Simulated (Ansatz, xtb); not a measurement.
## Two isomers of C5H5BOS

Structure I: `Bc1cc(C=O)cs1`, a singlet. Structure II: `Bc1cscc1C=O`, a singlet. Both are isolated molecules in the gas phase, relaxed with PBE-D3(BJ)/def2-SVP; the shapes shown needn't be the lowest conformers.

I (Å):

```xyz
13

C    -0.6169    1.7941   -0.1098
C     0.4964    1.3535   -0.8310
C     0.7969   -0.0265   -0.6518
C     1.9223   -0.7272   -1.3066
C    -0.1048   -0.6466    0.2228
B    -1.2453    3.1829   -0.0415
O     2.7098   -0.1921   -2.0684
S    -1.2858    0.4402    0.8040
H    -2.2252    3.3940    0.6465
H    -0.7457    4.0809   -0.6910
H     1.0917    2.0098   -1.4812
H     2.0055   -1.8255   -1.0459
H    -0.0997   -1.7012    0.5322
```

II (Å):

```xyz
13

C    -0.3422    0.2345   -0.2624
C     0.7818    0.8546   -0.8154
C     1.2285   -1.5399   -0.3456
C    -0.0586   -1.1677    0.0051
C    -1.0053   -2.1480    0.5909
B    -1.6418    1.0182   -0.0162
O    -0.7310   -3.3195    0.8003
S     2.1205   -0.2158   -1.0020
H    -2.6288    0.4934    0.4613
H    -1.6820    2.1986   -0.3087
H     0.8741    1.9052   -1.1218
H     1.6708   -2.5387   -0.2385
H    -2.0228   -1.7301    0.8374
```

Energies in hartree; the thermal terms are from GFN2-xTB frequencies at re-optimised GFN2-xTB minima (ideal gas, soft modes damped towards free rotors, one conformer each, 298.15 K, 1 atm) and include the zero-point energy:

|  | I | II |
| --- | --- | --- |
| E, CCSD(T)/def2-SVP | −690.081837 | −690.075605 |
| E, MP2/def2-SVP | −689.988757 | −689.982462 |
| E, MP2/def2-TZVPP | −690.701348 | −690.695234 |
| zero-point energy | 0.084141 | 0.084157 |
| H(298 K) − E | 0.093081 | 0.093139 |
| G(298 K) − E | 0.051469 | 0.051349 |

Problem. Correct the CCSD(T) difference for the basis set by the MP2 change, then work out ΔE, ΔE₀, ΔH and ΔG for I → II in kJ/mol (1 Eh = 2625.50 kJ/mol) and the equilibrium ratio [II]/[I].

Solution. 1. Differences II − I: CCSD(T) +0.006232, MP2 in the small set +0.006295, MP2 in the large set +0.006114 Eh.
2. ΔE = +0.006232 + (+0.006114 − (+0.006295)) = +0.006051 Eh = +15.89 kJ/mol.
3. ΔE₀ = ΔE + ΔZPE = +0.006051 + (+0.000016) Eh = +15.93 kJ/mol.
4. ΔH = ΔE + (+0.000058) Eh = +16.04 kJ/mol.
5. ΔG = ΔE + (−0.000120) Eh = +15.57 kJ/mol, so ΔS = (ΔH − ΔG)/T = +1.6 J/(mol K).
6. kT = 0.9442 mEh, so K = [II]/[I] = exp(−ΔG/kT) = exp(−6.28) ≈ 0.0019.

Structure I is favoured at this temperature. An error of 4 kJ/mol in ΔG would change K by a factor of 5. Mirror images and further conformers aren't counted.

As drawn, both hold the same kinds of bond in the same numbers.

Other levels gave ΔE = +9.2 (GFN2-xTB); +10.9 (HF/STO-3G, GFN2-xTB geometries); +21.3 (r2SCAN-D4/def2-SVP, GFN2-xTB geometries); +19.6 (PBE-D3(BJ)/def2-SVP); +19.2 (HF/def2-SVP); +16.5 (MP2/def2-SVP); +16.4 (CCSD(T)/def2-SVP) kJ/mol. The correlated steps freeze 12 core orbitals. Programs: Ansatz 0.2.0, xtb 6.7.1.
